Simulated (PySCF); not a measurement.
Computed properties of Sn(H)2(Br)(OMe) (CH₅BrOSn), SMILES [Br][SnH2][O]C

Sn(H)2(Br)(OMe) (CH₅BrOSn), SMILES C[O][SnH2][Br]. Geometry optimised at B3LYP-D3(BJ)/def2-SVP. The structure was generated by enumeration; whether it is a known compound was not checked. The def2 effective core potentials stand for the cores of Sn; spin–orbit coupling is left out. One conformer was computed; it need not be the lowest. All values are computed for the isolated molecule unless a solvent is named; none is compared with measurement here.

**Structure.** All 21 harmonic modes at B3LYP-D3(BJ)/def2-SVP (PySCF) are real, so it is a minimum. With heavy atoms numbered as in [SnH2:1]([Br:2])[O:3][CH3:4], the shortest bond between them is O3–C4 at 1.409 Å and the longest Sn1–Br2 at 2.521 Å.

**Vibrations.** The strongest infrared lines (harmonic, unscaled, degenerate partners summed) lie at 1109 cm⁻¹ (192 km/mol, O 51 %, C 44 %), 631 cm⁻¹ (169 km/mol, H 97 %), 663 cm⁻¹ (128 km/mol, H 99 %). The softest mode is at 54 cm⁻¹ and the zero-point energy is 34.8 kcal/mol.

**Electronic structure.** B3LYP/def2-TZVP (PySCF) places the frontier levels at -7.67 and -1.64 eV, a gap of 6.03 eV, and gives a dipole moment of 1.84 D and a mean polarisability of 75.7 bohr³. PBE/def2-TZVP (PySCF) at the same geometry gives -6.36 and -2.22 eV, so its gap is 1.89 eV narrower. An orbital gap is neither the optical nor the fundamental gap.

**Excitations.** TDA-M06-2X/def2-SVPD (PySCF) has S1 at 5.94 eV (209 nm, f = 0.015, weak); the most intense of the 10 singlets computed lies at 6.92 eV (f = 0.06). T1 (TDA) is at 5.47 eV, 0.47 eV under S1. TDA-PBE/def2-SVPD (PySCF) puts S1 at 4.25 eV. No vertical singlet excitation falls in the visible range (under 3.1 eV).
